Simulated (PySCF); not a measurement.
Shapes and spin states of IrS₃⁺

All numbers come from PBE0/[Ir def2-SVP with ECP60, S def2-SVP], scalar-relativistic core potentials, density fitting, no spin–orbit coupling, PySCF.

Relaxations began from a few typed shapes and spin states; open shells are unrestricted. The search is not exhaustive: other isomers or separated fragments can lie lower, and high-lying points may rest on an excited occupation.

**Question.** Order these stationary points by electronic energy, lowest first, in kJ/mol from the lowest minimum.
A. triplet C2v: Ir–S 2.066 Å (×2), Ir–S 2.160 Å; S–Ir–S 113.7° (×2), S–Ir–S 132.6°
B. singlet D3h: Ir–S 2.060 Å (×3); S–Ir–S 120.0° (×3)
C. triplet (⟨S²⟩ 2.34) C2v: Ir–S 2.058 Å, Ir–S 2.127 Å (×2); S–Ir–S 107.3°, S–Ir–S 126.3° (×2)

**Answer.** B (0.0), C (55.7), A (65.7).

**Question.** Which of them are minima?

**Answer.** By energy in kJ/mol, 0.0: minimum; 55.7: minimum; 65.7: minimum.

Formally Ir is in oxidation state +7, d2, with 0 unpaired electrons (the high-spin count would be 2). The polar-tensor charge on Ir, 0.64, is far below the formal one.

For the lowest minimum: no spin–orbit coupling is included, which matters more the heavier the element.
